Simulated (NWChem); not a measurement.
All runs are NWChem calculations. System: AuCl, charge 0, spin multiplicity 1, at a geometry optimised with PBE0/def2-SVP with def2 effective core potentials on Au. The structure started from a generated list of species. Level: CCSD(T)/def2-TZVP with def2 effective core potentials on Au, 9 core orbitals frozen.

Job file:

```
start mol
memory heap 100 mb stack 700 mb global 1900 mb
geometry units angstroms nocenter noautoz
  Au     0.000000     0.000000    -0.398964
  Cl     0.000000     0.000000     1.854009
  symmetry group C2v
end
basis spherical
  * library def2-tzvp
end
ecp
  Au library def2-ecp
end
scf
  rhf
  nopen 0
  maxiter 100
  thresh 1e-7
  semidirect memsize 60000000 filesize 0
end
ccsd
  freeze core 9
  maxiter 60
end
task ccsd(t) energy
```

Output (cleaned and shortened):

```
             Northwest Computational Chemistry Package (NWChem) 7.3.0
             --------------------------------------------------------

                                NWChem Input Module
                                -------------------

 Scaling coordinates for geometry "geometry" by  1.889725989
 (inverse scale =  0.529177249)

 Turning off AUTOSYM since
 SYMMETRY directive was detected!

                             Geometry "geometry" -> ""
                             -------------------------

 Output coordinates in angstroms (scale by  1.889725989 to convert to a.u.)

  No.       Tag          Charge          X              Y              Z
 ---- ---------------- ---------- -------------- -------------- --------------
    1 Au                  79.0000     0.00000000     0.00000000    -0.39896400
    2 Cl                  17.0000     0.00000000     0.00000000     1.85400900

 Effective nuclear repulsion energy (a.u.)     315.4432145466

            Nuclear Dipole moment (a.u.)
            ----------------------------
        X                 Y               Z
 ---------------- ---------------- ----------------
     0.0000000000     0.0000000000    -0.0000056692

      Symmetry information
      --------------------

 Group name             C2v
 Group number             16
 Group order               4
 No. of unique centers     2

      Symmetry unique atoms

     1    2


 Summary of "ao basis" -> "" (spherical)
 ------------------------------------------------------------------------------
       Tag                 Description            Shells   Functions and Types
 ---------------- ------------------------------  ------  ---------------------
 *                         def2-tzvp                  on all atoms

 Summary of "ao basis" -> "ao basis" (spherical)
 ------------------------------------------------------------------------------
       Tag                 Description            Shells   Functions and Types
 ---------------- ------------------------------  ------  ---------------------
 Au                        def2-tzvp                14       40   6s4p3d1f
 Cl                        def2-tzvp                13       37   5s5p2d1f

                                 NWChem SCF Module
                                 -----------------

  ao basis        = "ao basis"
  functions       =    77
  atoms           =     2
  closed shells   =    18
  open shells     =     0
  charge          =   0.00
  wavefunction    = RHF
  use symmetry    = T
  symmetry adapt  = T

 Summary of "ao basis" -> "ao basis" (spherical)
 ------------------------------------------------------------------------------
       Tag                 Description            Shells   Functions and Types
 ---------------- ------------------------------  ------  ---------------------
 Au                        def2-tzvp                14       40   6s4p3d1f
 Cl                        def2-tzvp                13       37   5s5p2d1f

      Symmetry analysis of basis
      --------------------------

        a1         34
        a2          7
        b1         18
        b2         18

 Forming initial guess at       0.1s

      Superposition of Atomic Density Guess
      -------------------------------------

 Sum of atomic energies:        -611.95804867

      Non-variational initial energy
      ------------------------------

 Total energy =    -594.124224
 1-e energy   =   -1023.513981
 2-e energy   =     353.523667
 HOMO         =      -0.406863
 LUMO         =      -0.185117

      Symmetry analysis of molecular orbitals - initial
      -------------------------------------------------

 !! scf_movecs_sym_adapt:   50 vectors were symmetry contaminated

  Symmetry fudging

 !! scf_movecs_sym_adapt:   50 vectors were symmetry contaminated

  Numbering of irreducible representations:

     1 a1          2 a2          3 b1          4 b2

  Orbital symmetries:

     1 a1          2 a1          3 a1          4 b2          5 b1
     6 a1          7 a1          8 b1          9 b2         10 a1
    11 a1         12 b2         13 b1         14 a1         15 a2
    16 a1         17 b2         18 b1         19 a1         20 b1
    21 b2         22 a1         23 a1         24 a1         25 a2
    26 a1         27 b2         28 b1

 Starting SCF solution at       0.7s

 ----------------------------------------------
         Quadratically convergent ROHF

 Convergence threshold     :          1.000E-07
 Maximum no. of iterations :          100
 Final Fock-matrix accuracy:          1.000E-09
 ----------------------------------------------

              iter       energy          gnorm     gmax       time
             ----- ------------------- --------- --------- --------
                 1     -594.3027030841  6.19D-01  1.46D-01      0.7
                 2     -594.3220620606  1.74D-01  4.67D-02      0.8
                 3     -594.3262304135  1.32D-02  4.56D-03      0.8
                 4     -594.3262647738  1.04D-04  2.79D-05      0.9
                 5     -594.3262647750  3.78D-09  1.40D-09      0.9

       Final RHF  results
       ------------------

         Total SCF energy =   -594.326264774994
      One-electron energy =  -1026.059853042879
      Two-electron energy =    355.867498693398
 Nuclear repulsion energy =     75.866089574488

        Time for solution =      0.2s

       Symmetry analysis of molecular orbitals - final
       -----------------------------------------------

  Numbering of irreducible representations:

     1 a1          2 a2          3 b1          4 b2

  Orbital symmetries:

     1 a1          2 a1          3 a1          4 b2          5 b1
[...]
 ****************************************************************************
              the segmented parallel ccsd program:    1 nodes
 ****************************************************************************

 level of theory    ccsd(t)
 number of core         9
 number of occupied     9
 number of virtual     59
 number of deleted      0
 total functions       77
 number of shells      27
 basis label          566

   ***** ccsd parameters *****
   iprt   =     0
   convi  =  0.100E-05
   maxit  =    60
   mxvec  =     5
 memory            104832796
  Using  1 OpenMP thread(s) in CCSD
  IO offset    20.000000000000000
  IO error message >End of File
  file_read_ga: failing reading from ./mol.t2
  Failed reading restart vector from ./mol.t2
  Using MP2 initial guess vector

-------------------------------------------------------------------------
 iter     correlation     delta       rms       T2     Non-T2      Main
             energy      energy      error      ampl     ampl      Block
                                                time     time      time
-------------------------------------------------------------------------
   1     -0.4649710470 -4.650D-01  1.233D-01     5.00     0.00     4.89
   2     -0.4761771463 -1.121D-02  1.573D-01     4.93     0.00     4.85
   3     -0.4761146441  6.250D-05  2.160D-02     4.36     0.00     4.25
   4     -0.4774662862 -1.352D-03  2.007D-02     5.31     0.00     5.20
   5     -0.4781968771 -7.306D-04  1.180D-02     4.68     0.00     4.57
   6     -0.4782510940 -5.422D-05  1.535D-03     5.00     0.00     4.92
   7     -0.4782889041 -3.781D-05  1.088D-03     5.45     0.00     5.33
   8     -0.4782759245  1.298D-05  1.040D-03     5.91     0.00     5.77
   9     -0.4782910791 -1.515D-05  3.655D-04     5.79     0.00     5.66
  10     -0.4782948184 -3.739D-06  6.074D-05     6.31     0.00     6.20
  11     -0.4782981070 -3.289D-06  3.021D-05     6.57     0.00     6.47
  12     -0.4782987606 -6.535D-07  3.608D-05     5.40     0.00     5.29
  13     -0.4782988388 -7.823D-08  5.711D-06     5.77     0.00     5.64
  14     -0.4782988310  7.798D-09  1.207D-06     5.93     0.00     5.81
  15     -0.4782988623 -3.132D-08  8.523D-07     5.84     0.00     5.71
                  *************converged*************
-------------------------------------------------------------------------

 -----------
 CCSD Energy
 -----------
 Reference energy:            -594.326264774993547
 CCSD corr. energy:             -0.478298862313271
 Total CCSD energy:           -594.804563637306842

 --------------------------------
 Spin Component Scaled (SCS) CCSD
 --------------------------------
 Same spin contribution:                 -0.135847916267292
 Same spin scaling factor:                1.130000000000000
 Opposite spin contribution:             -0.342450946045979
 Opposite spin scaling fact.:             1.270000000000000
 SCS-CCSD correlation energy:            -0.588420846860434
 Total SCS-CCSD energy:                -594.914685621854005
 memory            104832796

*********triples calculation*********

nkpass=    1; nvpass=    1; memdrv=         171631; memtrn=        2431214; memavail=      104832252
 memory available/node                      104832252
 total number of virtual orbitals        59
 number of virtuals per integral pass    59
 number of integral evaluations           1
 number of occupied per triples pass      9
 number of triples passes                 1

 commencing integral evaluation        1 at          84.80
  symmetry use  T
task         2 out of       378 done   0%  at       0.0 secs
task        19 out of       378 done   5%  at       0.7 secs
task        38 out of       378 done  10%  at       1.2 secs
task        57 out of       378 done  15%  at       1.6 secs
task        76 out of       378 done  20%  at       2.0 secs
task        95 out of       378 done  25%  at       2.3 secs
task       114 out of       378 done  30%  at       2.4 secs
task       133 out of       378 done  35%  at       2.6 secs
task       152 out of       378 done  40%  at       2.8 secs
task       171 out of       378 done  45%  at       2.9 secs
task       189 out of       378 done  50%  at       3.1 secs
task       208 out of       378 done  55%  at       3.3 secs
task       227 out of       378 done  60%  at       3.5 secs
task       246 out of       378 done  65%  at       3.7 secs
task       266 out of       378 done  70%  at       3.9 secs
task       284 out of       378 done  75%  at       4.0 secs
task       303 out of       378 done  80%  at       4.2 secs
task       322 out of       378 done  85%  at       4.3 secs
task       341 out of       378 done  90%  at       4.4 secs
task       360 out of       378 done  95%  at       4.6 secs
task       378 out of       378 done 100%  at       4.7 secs
 commencing triples evaluation - blocking       1
 ccsd(t): done        1 out of       59 progress:    1.7%
 ccsd(t): done        2 out of       59 progress:    3.4%
 ccsd(t): done        3 out of       59 progress:    5.1%
 ccsd(t): done        4 out of       59 progress:    6.8%
 ccsd(t): done        5 out of       59 progress:    8.5%
 ccsd(t): done        6 out of       59 progress:   10.2%
 ccsd(t): done        7 out of       59 progress:   11.9%
 ccsd(t): done        8 out of       59 progress:   13.6%
 ccsd(t): done        9 out of       59 progress:   15.3%
 ccsd(t): done       10 out of       59 progress:   16.9%
 ccsd(t): done       11 out of       59 progress:   18.6%
 ccsd(t): done       12 out of       59 progress:   20.3%
 ccsd(t): done       13 out of       59 progress:   22.0%
 ccsd(t): done       14 out of       59 progress:   23.7%
 ccsd(t): done       15 out of       59 progress:   25.4%
 ccsd(t): done       16 out of       59 progress:   27.1%
 ccsd(t): done       17 out of       59 progress:   28.8%
 ccsd(t): done       18 out of       59 progress:   30.5%
 ccsd(t): done       19 out of       59 progress:   32.2%
 ccsd(t): done       20 out of       59 progress:   33.9%
 ccsd(t): done       21 out of       59 progress:   35.6%
 ccsd(t): done       22 out of       59 progress:   37.3%
 ccsd(t): done       23 out of       59 progress:   39.0%
 ccsd(t): done       24 out of       59 progress:   40.7%
 ccsd(t): done       25 out of       59 progress:   42.4%
 ccsd(t): done       26 out of       59 progress:   44.1%
 ccsd(t): done       27 out of       59 progress:   45.8%
 ccsd(t): done       28 out of       59 progress:   47.5%
 ccsd(t): done       29 out of       59 progress:   49.2%
 ccsd(t): done       30 out of       59 progress:   50.8%
 ccsd(t): done       31 out of       59 progress:   52.5%
 ccsd(t): done       32 out of       59 progress:   54.2%
 ccsd(t): done       33 out of       59 progress:   55.9%
 ccsd(t): done       34 out of       59 progress:   57.6%
 ccsd(t): done       35 out of       59 progress:   59.3%
 ccsd(t): done       36 out of       59 progress:   61.0%
 ccsd(t): done       37 out of       59 progress:   62.7%
 ccsd(t): done       38 out of       59 progress:   64.4%
 ccsd(t): done       39 out of       59 progress:   66.1%
 ccsd(t): done       40 out of       59 progress:   67.8%
 ccsd(t): done       41 out of       59 progress:   69.5%
 ccsd(t): done       42 out of       59 progress:   71.2%
 ccsd(t): done       43 out of       59 progress:   72.9%
 ccsd(t): done       44 out of       59 progress:   74.6%
 ccsd(t): done       45 out of       59 progress:   76.3%
 ccsd(t): done       46 out of       59 progress:   78.0%
 ccsd(t): done       47 out of       59 progress:   79.7%
 ccsd(t): done       48 out of       59 progress:   81.4%
 ccsd(t): done       49 out of       59 progress:   83.1%
 ccsd(t): done       50 out of       59 progress:   84.7%
 ccsd(t): done       51 out of       59 progress:   86.4%
 ccsd(t): done       52 out of       59 progress:   88.1%
 ccsd(t): done       53 out of       59 progress:   89.8%
 ccsd(t): done       54 out of       59 progress:   91.5%
 ccsd(t): done       55 out of       59 progress:   93.2%
 ccsd(t): done       56 out of       59 progress:   94.9%
 ccsd(t): done       57 out of       59 progress:   96.6%
 ccsd(t): done       58 out of       59 progress:   98.3%
 ccsd(t): done       59 out of       59 progress:  100.0%
 Time for integral evaluation pass     1        4.74
 Time for triples evaluation pass      1        3.81

 pseudo-e(mp4)  -0.17124939627961E-01
 pseudo-e(mp5)   0.15706801886858E-02
        e(t)    -0.15554259439276E-01

 --------------
 CCSD(T) Energy
 --------------
 Reference energy:                    -594.326264774993547

 CCSD corr. energy:                     -0.478298862313271
 T(CCSD) corr. energy:                  -0.017124939627961
 Total CCSD+T(CCSD) energy:           -594.821688576934775

 CCSD corr. energy:                     -0.478298862313271
 (T) corr. energy:                      -0.015554259439276
 Total CCSD(T) energy:                -594.820117896746069

 routine      calls  cpu(0)   cpu-min  cpu-ave  cpu-max   i/o
 aoccsd          1     0.02     0.02     0.02     0.02    0.00
 iterdrv         1     0.02     0.02     0.02     0.02    0.00
 pampt          15     0.10     0.10     0.10     0.10    0.00
 t2pm           15     0.19     0.19     0.19     0.19    0.00
 sxy            15     0.45     0.45     0.45     0.45    0.00
 ints      2104260    68.70    68.70    68.70    68.70    0.00
 t2eri        5670     9.94     9.94     9.94     9.94    0.00
 idx2         5670     0.88     0.88     0.88     0.88    0.00
 idx34          15     0.09     0.09     0.09     0.09    0.00
 ht2pm          15     0.24     0.24     0.24     0.24    0.00
 itm            15     1.16     1.16     1.16     1.16    0.00
 pdiis          15     0.03     0.03     0.03     0.03    0.00
 triples         1     0.00     0.00     0.00     0.00    0.00
 rdtrpo          1     0.01     0.01     0.01     0.01    0.00
 trpmos          1     4.74     4.74     4.74     4.74    0.00
 trpdrv          1     0.49     0.49     0.49     0.49    0.00
 dovvv       47790     1.69     1.69     1.69     1.69    0.00
 doooo       47790     0.40     0.40     0.40     0.40    0.00
 tengy       43011     1.19     1.19     1.19     1.19    0.00
 Total                90.34    90.34    90.34    90.34    0.00

 Task  times  cpu:       94.3s     wall:       94.3s

 Total times  cpu:       94.3s     wall:       94.3s
```
